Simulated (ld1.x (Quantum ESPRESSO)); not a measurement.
# palladium: one change to a TM potential, before and after

| Item | Value |
| --- | --- |
| Element | palladium (Pd) |
| Generator | ld1.x (Quantum ESPRESSO) 7.5 |
| Type | norm-conserving Troullier–Martins (Kleinman–Bylander form) |
| Functional | LDA (PZ) |
| Relativity | fully relativistic |
| Frozen core | [Kr] |
| Valence charge | 10 |
| Reference configuration | 4d8.5 5s0 5p0 (charge +1.5) |
| Partial waves | 5s (bound, empty): rc 2.35 bohr; 5p (bound, empty): rc 3.00 bohr; 4d (bound): rc 2.00 bohr |
| Local potential | all-electron potential smoothed inside 1.60 bohr (lloc = -2) |
| Core correction | a·sin(br)/r model core inside 0.95 bohr |

Open shells are filled in proportion to 2j + 1 (rel_dist='average').

All-electron outer shells of the reference configuration (LDA (PZ), scalar-relativistic, ld1.x):

```json
{"shell": "4p", "level (eV)": "-69.19", "outermost node (bohr)": "0.46", "outermost maximum (bohr)": "0.91"}
{"shell": "4d", "level (eV)": "-21.01", "outermost node (bohr)": "0.45", "outermost maximum (bohr)": "1.09"}
{"shell": "5s", "level (eV)": "-15.83", "outermost node (bohr)": "1.14", "outermost maximum (bohr)": "2.33"}
{"shell": "5p", "level (eV)": "-10.13", "outermost node (bohr)": "1.28", "outermost maximum (bohr)": "2.85"}
```

Change: all radii but the core radius scaled by about 1.39 (s 3.28, p 4.18, d 2.78 bohr); local potential all-electron potential smoothed inside 2.24 bohr (lloc = -2).

Cutoffs: the cutoffs (Ry, on a coarse ladder) from which the occupation-weighted sum of valence levels, in a spherical-Bessel basis at the reference potential, stays within 10 and 1 mRy of its value at 400 Ry; they do not see the model core or the augmentation charge, which bear on the density cutoff. Errors are all-electron minus pseudo energies relative to the spin-unpolarised reference configuration.

Question: How do hardness, ghosts and transferability respond?

Answer: The potential gets softer (50 Ry and 80 Ry → 35 Ry and 55 Ry); the bound ghost in s disappears; the number of tests that count goes from 6 to 7; of the 6 tests that both files solve, the error grows in 2 and shrinks in 3 by more than 15 % and 0.3 meV (median size 28.9 → 26.5 meV). A larger radius leaves more room for a smooth pseudo-wave, so fewer plane waves are needed.

```tsv
quantity	base	changed
cutoff, loose	50 Ry	35 Ry
cutoff, tight	80 Ry	55 Ry
bound ghosts	s	none
tests counted (converged, no solver errors)	6 of 7	7 of 7
error for 4d10 5s0 5p0, meV [ΔE -18.35 eV]	-65	-78
error for 4d9 5s0 5p0, meV [ΔE -8.95 eV]	-13	-11
error for 4d8 5s0 5p0, meV [ΔE 12.13 eV]	-19	-12
error for 4d9.5 5s0 5p0, meV [ΔE -14.98 eV]	-39	-40
error for 4d6 5s0 5p0, meV [ΔE 96.27 eV]	-794	-176
error for 4d9 5s0 5p1, meV [ΔE -13.03 eV]	+4.9	-13
```

Base: Tests not counted: 4d9 5s1 5p0 (solver errors, printed error -786 eV). A true bound ghost makes a file unfit for plane-wave use even where its test errors are small: the radial tests pick states by their node count and pass the ghost by. Where a test does run into it, the solver fails or the error is huge.
